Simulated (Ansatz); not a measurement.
Basis sets compared for (BeO)4 ring (Be4O4). Total charge 0; singlet. Geometry PBE-D4/def2-SVP. Ansatz on 4 threads of AMD EPYC 9R45 on a shared host; times are rough, and most runs start from earlier orbitals.

Cartesian coordinates in Å:
```
Be 0.7757 1.4518 -0.4514
O 1.8915 0.7043 0.1108
Be 1.4831 -0.6109 0.5833
O 0.5924 -1.7274 0.8662
Be -0.7757 -1.4518 0.4514
O -1.8916 -0.7040 -0.1102
Be -1.4831 0.6109 -0.5833
O -0.5923 1.7271 -0.8667
```

B3LYP takes the VWN-RPA correlation.

Binding counts from free atoms (Be singlet, O triplet) in the same basis, without a counterpoise term.

```tsv
level	functions	energy (Eh)	HOMO (eV)	LUMO (eV)	binding per atom (eV)	wall time
HF/6-31G	72	-358.3836	-12.65	2.08	3.39	0.2 s
HF/def2-TZVP	200	-358.6250	-12.39	0.87	3.65	0.55 s
PBE-D4/def2-SVP	92	-359.6234	-7.05	-1.94	5.16	0.4 s
PBE-D4/def2-TZVP	200	-360.0640	-6.93	-1.93	5.14	0.8 s
r2SCAN-D4/def2-TZVP	200	-360.3226	-7.25	-1.43	5.09	1.3 s
B3LYP-D4/6-31G	72	-360.3229	-8.28	-1.23	4.82	0.45 s
B3LYP-D4/def2-TZVP	200	-360.5455	-8.21	-1.47	5.01	1.1 s
PBE0-D4/def2-SVP	92	-359.6266	-8.64	-1.16	4.94	0.55 s
PBE0-D4/def2-TZVP	200	-360.0728	-8.47	-1.19	4.95	1.1 s
```

Estimate the rows for PBE-D4/def2-TZVPD, r2SCAN-D4/def2-TZVPD, PBE0-D4/def2-TZVPD.


| level | functions | energy (Eh) | HOMO (eV) | LUMO (eV) | binding per atom (eV) | wall time |
| --- | --- | --- | --- | --- | --- | --- |
| PBE-D4/def2-TZVPD | 248 | -360.0720 | -7.00 | -1.98 | 5.16 | 1.1 s |
| r2SCAN-D4/def2-TZVPD | 248 | -360.3288 | -7.30 | -1.48 | 5.10 | 1.7 s |
| PBE0-D4/def2-TZVPD | 248 | -360.0799 | -8.53 | -1.25 | 4.97 | 1.4 s |
